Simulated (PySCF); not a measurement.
BH2N.

```xyz
4

B      0.0000     0.0000     0.6917
N      0.0000     0.0000    -0.5412
H      0.0000     0.0000     1.8633
H      0.0000     0.0000    -1.5331
```
Charge 0, spin multiplicity 1.

Geometry optimised at PBE0-D3(BJ)/def2-TZVPD.

Computed with HF/pcSseg-2 (PySCF). Non-relativistic, no solvent.

Question: Give the absolute GIAO shielding of each atom: isotropic value and principal components (ppm). (An estimate is asked for; the answer gives what the named calculation found.)

Answer: 
```csv
atom,σ(iso),σ11,σ22,σ33,span
B1,110.3,57.5,57.5,216.0,158.5
N2,172.1,85.5,85.5,345.3,259.8
H3,29.7,26.5,26.5,36.1,9.7
H4,30.2,22.9,22.9,44.8,21.8
```
